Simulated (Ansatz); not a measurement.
Gas-phase electronic energies from Ansatz, PBE0-D4/def2-TZVP geometries. CCSD(T)/CBS adds triple-zeta CCSD(T) − MP2 to the extrapolated MP2 energy (def2 sets, frozen cores). This one scheme is used for every species. Functionals use def2-TZVPP. def2 core potentials past Kr. For Te outer-core shells are correlated without core-valence functions, which leaves a few kJ/mol of doubt a bond.

`CC([SiH3])[TeH]` + HCl → `[SiH3]C(Cl)[TeH]` + CH₄  (substitution at a C–C bond)

| level | ΔE (kJ/mol) |
| --- | --- |
| B2PLYP | 17.9 |
| CCSD/def2-TZVPP | 28.4 |

Task: What does CCSD(T)/CBS give? (Best estimate.)

Result: Computed: +22.8 kJ/mol. The listed levels differ from it by -4.9, 5.6 kJ/mol.

Largest T1 diagnostic among the species: 0.011.

From PBE to PBE0 (25 % exact exchange), in def2-TZVPP and without D4, ΔE moves by +6.2 kJ/mol.
